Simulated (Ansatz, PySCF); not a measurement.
Gas-phase reaction in SMILES: C=CC[SiH3] [prop-2-enylsilane] -> C=[C-]C[SiH3] + H+
Structures are relaxed separately at B3LYP-D3(BJ)/def2-TZVP in Ansatz (a first-principles code), one conformer each, not searched for the lowest.
Geometry of the first species:
```
C
H 1 1.0931
H 1 1.0945 2 107.33
C 1 1.4949 2 110.89 3 -121.08
C 4 1.3283 1 125.48 2 -15.51
H 5 1.0820 4 121.50 1 -178.08
H 5 1.0843 6 116.91 4 179.94
H 4 1.0870 5 118.74 6 -0.32
Si 1 1.8918 2 108.30 3 116.01
H 9 1.4812 1 109.91 2 57.64
H 9 1.4830 10 108.83 1 -120.46
H 9 1.4840 10 109.10 11 -118.46
```

Quantity: gas-phase deprotonation energy (enthalpy at 298 K, with B3LYP-D3(BJ) rigid-rotor harmonic-oscillator terms from PySCF), in kcal/mol. Correlated levels leave the core frozen unless marked. Spin-orbit coupling is left out. Non-relativistic. Anions need diffuse functions: aug- sets have them; def2-D sets add few; the other sets have none. Basis-set limits of correlation are two-point, X^-3; Hartree-Fock from the larger set.

CCSD(T)/CBS(aug-cc-pV(T+d)Z,aug-cc-pV(Q+d)Z) (Ansatz) gives 397.5 kcal/mol.

**Question.** Another calculation gave 399.5 kcal/mol. Which level was it?
(A) wB97M-V/def2-TZVPD (Ansatz)
(B) SVWN5/def2-TZVPD (Ansatz)
(C) LC-wPBE/def2-TZVPD (Ansatz)
(D) r2SCAN0/def2-TZVPD (Ansatz)

**Answer.** D, r2SCAN0/def2-TZVPD (Ansatz). The others give 402.8 (LC-wPBE), 385.4 (SVWN5), 394.2 (wB97M-V) kcal/mol.
